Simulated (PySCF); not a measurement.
C3H7FOSi, SMILES O(/C=C\F)[SiH2]C. Heavy atoms are numbered as in [CH3:1][SiH2:2][O:3]/[CH:4]=[CH:5]\[F:6]. Hydrogens are named by the atom that carries them.

The structure is a stationary point at B3LYP-D3(BJ)/def2-SVP. The structure was generated by enumeration; whether it is a known compound was not checked. The values are those of a single conformer.

These are PBE/pcSseg-1 (PySCF) values and carry that method's errors.

GIAO shieldings, no solvent; atoms alike by connectivity are averaged. δ = σ(ref) − σ: ¹³C against TMS (σ = 182.0 ppm); ²⁹Si against TMS (σ = 335.4 ppm); ¹⁷O against H2O (σ = 334.3 ppm); ¹⁹F against CFCl3 (σ = 133.6 ppm); ¹H against TMS (σ = 31.49 ppm), references at their B3LYP-D3(BJ)/def2-TZVP geometries, non-relativistic.

Problem. Estimate the chemical shifts. (An estimate is asked for; the answer gives what the named calculation found.)

Solution. 
```tsv
nucleus	atoms	count	δ (ppm)
¹³C	C5 (CH)	1	146.1
¹³C	C4 (CH)	1	133.7
¹³C	C1 (CH3)	1	-1.5
²⁹Si	Si2 (SiH2)	1	-3.1
¹⁷O	O3	1	98.2
¹⁹F	F6	1	-176.0
¹H	H on C5	1	6.48
¹H	H on C4	1	5.91
¹H	H on Si2	2	5.45
¹H	H on C1	3	0.78
```
